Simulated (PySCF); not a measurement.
Job file and geometry (Å, from GFN2-xTB) of an NMR shielding run on SMILES C[P@@]1(=O)C[C@H]([SiH3])C[C@H]1[SiH3], C₅H₁₅OPSi₂, PySCF 2.14.0, density-fitted response routines, GIAO PBE0/pcSseg-1 NMR shielding, non-relativistic, gas phase; density fitting, a coarse starting grid and PySCF grid level 2 are the driver's defaults:

```
$ OMP_NUM_THREADS=1 python probes_run.py task.json out

{"job": {"kind": "nmr", "xc": "PBE0", "basis": "pcSseg-1"}, "charge": 0, "multiplicity": 1}
C     -2.447726    -0.868794     0.158503
P     -0.758813    -0.604268     0.824125
O     -0.701773    -0.795832     2.279981
C      0.334768    -1.679085    -0.205380
C      1.405512    -0.722337    -0.727139
Si     2.777806    -0.508223     0.583712
C      0.684608     0.591762    -1.040131
C     -0.098181     0.992094     0.202560
Si    -1.406272     2.341092    -0.038308
H     -2.509744    -0.679090    -0.908550
H     -2.714302    -1.904846     0.367322
H     -3.133034    -0.217701     0.697640
H      0.741256    -2.487776     0.403587
H     -0.240129    -2.121830    -1.023664
H      1.842183    -1.120142    -1.650768
H      3.512297     0.720172     0.264035
H      2.239846    -0.442351     1.936559
H      3.656557    -1.674534     0.464096
H     -0.006575     0.437606    -1.876321
H      1.389133     1.372441    -1.335209
H      0.596022     1.320645     0.983850
H     -0.700466     3.591922    -0.324511
H     -2.226643     2.476477     1.162997
H     -2.248065     2.002365    -1.191430
```

Question: What does the program print?

Answer: 
```
coarse grid: 20688 points
cycle   1  E = -1194.1263863925  dE =  1.109e+00  |g| = 9.505e-01  |ddm| = 4.461e+00
cycle   2  E = -1193.5594707272  dE =  5.669e-01  |g| = 1.898e+00  |ddm| = 3.921e+00
cycle   3  E = -1194.2933984318  dE = -7.339e-01  |g| = 2.570e-01  |ddm| = 3.248e+00
cycle   4  E = -1194.3071680163  dE = -1.377e-02  |g| = 9.539e-02  |ddm| = 3.350e-01
cycle   5  E = -1194.3093403624  dE = -2.172e-03  |g| = 2.177e-02  |ddm| = 1.065e-01
cycle   6  E = -1194.3094500698  dE = -1.097e-04  |g| = 5.595e-03  |ddm| = 2.767e-02
cycle   7  E = -1194.3094576954  dE = -7.626e-06  |g| = 8.412e-04  |ddm| = 6.334e-03
final grid: 183608 points
cycle   8  E = -1194.3733787324  dE = -4.099e-05  |g| = 1.165e-02  |ddm| = 4.486e-02
cycle   9  E = -1194.3733226562  dE =  5.608e-05  |g| = 2.017e-02  |ddm| = 3.030e-02
cycle  10  E = -1194.3734077313  dE = -8.508e-05  |g| = 2.536e-03  |ddm| = 2.144e-02
cycle  11  E = -1194.3734089750  dE = -1.244e-06  |g| = 2.434e-04  |ddm| = 2.440e-03
cycle  12  E = -1194.3734089864  dE = -1.143e-08  |g| = 1.200e-04  |ddm| = 4.405e-04
cycle  13  E = -1194.3734089897  dE = -3.323e-09  |g| = 3.247e-05  |ddm| = 1.562e-04
cycle  14  E = -1194.3734089900  dE = -2.460e-10  |g| = 6.111e-06  |ddm| = 3.755e-05
converged SCF energy = -1194.3734089900

GIAO shielding tensors (ppm)
atom      isotropic    diamagn.    paramagn.     s11        s22        s33       span
  0 C      167.487     258.161     -90.674    151.309    164.465    186.686     35.377
  1 P      279.077     965.252    -686.175    175.267    234.868    427.097    251.830
  2 O      201.841     394.100    -192.259     77.263    258.503    269.757    192.494
  3 C      151.403     259.496    -108.093    139.732    148.095    166.383     26.651
  4 C      163.566     252.535     -88.969    145.323    159.960    185.414     40.091
  5 Si     413.945     881.048    -467.103    370.870    401.739    469.226     98.356
  6 C      149.956     250.015    -100.058    130.568    151.294    168.007     37.439
  7 C      162.206     264.647    -102.442    139.686    165.583    181.348     41.663
  8 Si     420.338     880.834    -460.495    388.680    408.054    464.281     75.601
  9 H       30.944      33.637      -2.694     27.286     29.605     35.940      8.654
 10 H       30.051      29.672       0.379     26.074     28.058     36.021      9.947
 11 H       30.243      30.389      -0.146     25.719     29.017     35.992     10.273
 12 H       29.965      32.910      -2.944     25.613     29.018     35.265      9.652
 13 H       30.240      33.911      -3.671     25.539     28.921     36.260     10.721
 14 H       29.892      32.377      -2.484     25.770     26.206     37.701     11.931
 15 H       27.977      30.196      -2.219     24.091     25.979     33.861      9.770
 16 H       27.318      29.965      -2.646     22.708     28.143     31.103      8.395
 17 H       27.843      29.689      -1.846     24.235     25.326     33.968      9.733
 18 H       30.405      34.119      -3.714     25.518     29.506     36.192     10.674
 19 H       29.560      33.262      -3.702     24.367     28.067     36.245     11.878
 20 H       30.464      35.575      -5.112     25.572     30.370     35.449      9.877
 21 H       27.656      29.040      -1.384     23.585     25.562     33.823     10.238
 22 H       27.463      29.197      -1.733     23.768     25.644     32.978      9.210
 23 H       28.101      29.974      -1.873     24.577     27.011     32.715      8.138
```

Question: Turn these shieldings into chemical shifts. Chemical shifts δ = σref − σ; TMS for $^{13}$C (186.93 ppm) and $^{29}$Si (349.16 ppm) and $^{1}$H (31.72 ppm); $^{31}$P (318.38 ppm) against H3PO4; $^{17}$O (336.08 ppm) vs H2O, all at this level.

Answer: Averaging equivalent atoms: C 6: 37.0; C 3: 35.5; C 7: 24.7; C 4: 23.4; C 0: 19.4; P 1: 39.3; O 2: 134.2; Si 5: -64.8; Si 8: -71.2; H 15/16/17: 4.00; H 21/22/23: 3.98; H 19: 2.16; H 14: 1.82; H 12: 1.75; H 13: 1.48; H 18: 1.31; H 9/10/11: 1.30; H 20: 1.25 ppm. Experimental scales use liquid or dissolved standards, which lie at an offset from isolated H2O (liquid H2O: subtract about 36 ppm) and H3PO4.

Size and cost of the density-fitted run: 249 basis functions, about 4 core-minutes.
